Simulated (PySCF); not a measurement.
# Mayer bond orders and bond lengths

Species: PhCF(CH3)2, C9H11F.
SMILES with atom numbers: `[CH3:1][C:2]([CH3:3])([F:4])[c:5]1[cH:6][cH:7][cH:8][cH:9][cH:10]1` (hydrogens: H11, H12, H13 on C1; H14, H15, H16 on C3; H17 on C6; H18 on C7; H19 on C8; H20 on C9; H21 on C10)

Cartesian coordinates in Å at the GFN2-xTB level; atoms count from 1:
```
atom  x, y, z in Å
C1    -2.052    0.947   -0.626
C2    -1.359   -0.065    0.285
C3    -1.800   -1.498   -0.008
F4    -1.781    0.221    1.586
C5     0.149    0.073    0.221
C6     0.883    0.435    1.342
C7     2.260    0.556    1.271
C8     2.920    0.318    0.079
C9     2.194   -0.044   -1.043
C10    0.818   -0.166   -0.974
H11   -1.776    0.778   -1.662
H12   -1.759    1.955   -0.341
H13   -3.131    0.853   -0.523
H14   -2.876   -1.582    0.123
H15   -1.310   -2.182    0.682
H16   -1.540   -1.774   -1.025
H17    0.374    0.622    2.275
H18    2.817    0.836    2.153
H19    3.994    0.415    0.021
H20    2.700   -0.233   -1.978
H21    0.268   -0.450   -1.859
```

Bond orders from the PBE0/pcSseg-1 density (PySCF). One conformer (not necessarily the lowest) at the GFN2-xTB geometry, without solvent, vibrations or thermal averaging.

**Question.** How far do the computed orders between heavy atoms stray from the drawn ones?

**Answer.** The largest departure is 0.150, at C2–F4 (drawn single, 0.850), counting aromatic bonds as 1.5. Drawn single, order below 0.88: C2–F4 (0.850). The bonds drawn aromatic range from 1.37 to 1.46.

**Question.** Set the Mayer orders of the bonds between heavy atoms beside their lengths.

**Answer.** 
```json
{"bond": "C1–C2", "drawn as": "single", "length (Å)": "1.528", "Mayer order": "1.024"}
{"bond": "C2–C3", "drawn as": "single", "length (Å)": "1.528", "Mayer order": "1.025"}
{"bond": "C2–F4", "drawn as": "single", "length (Å)": "1.397", "Mayer order": "0.850"}
{"bond": "C2–C5", "drawn as": "single", "length (Å)": "1.515", "Mayer order": "0.979"}
{"bond": "C5–C6", "drawn as": "aromatic", "length (Å)": "1.388", "Mayer order": "1.450"}
{"bond": "C6–C7", "drawn as": "aromatic", "length (Å)": "1.384", "Mayer order": "1.424"}
{"bond": "C7–C8", "drawn as": "aromatic", "length (Å)": "1.383", "Mayer order": "1.437"}
{"bond": "C8–C9", "drawn as": "aromatic", "length (Å)": "1.385", "Mayer order": "1.428"}
{"bond": "C9–C10", "drawn as": "aromatic", "length (Å)": "1.383", "Mayer order": "1.461"}
{"bond": "C10–C5", "drawn as": "aromatic", "length (Å)": "1.391", "Mayer order": "1.368"}
```

Bonds between the same two heavy elements. C–C: lowest C2–C5 (0.979, 1.515 Å), highest C9–C10 (1.461, 1.383 Å); in 4 of the 36 pairs the longer bond (by over 0.003 Å) has the higher order (by 0.02 or more).

**Question.** And the bonds to hydrogen?

**Answer.** C–H: 0.95 to 0.97 (11 bonds).

**Question.** Sum the orders of all bonds at each heavy atom with more than one neighbour and set the sums beside the valence in the SMILES.

**Answer.** C1 3.894 (drawn 4), C2 3.878 (drawn 4), C3 3.894 (drawn 4), C5 3.797 (drawn 4), C6 3.844 (drawn 4), C7 3.825 (drawn 4), C8 3.834 (drawn 4), C9 3.852 (drawn 4), C10 3.795 (drawn 4). Orders between atoms that aren't bonded are not in these sums.

Mayer orders depend on the basis set.
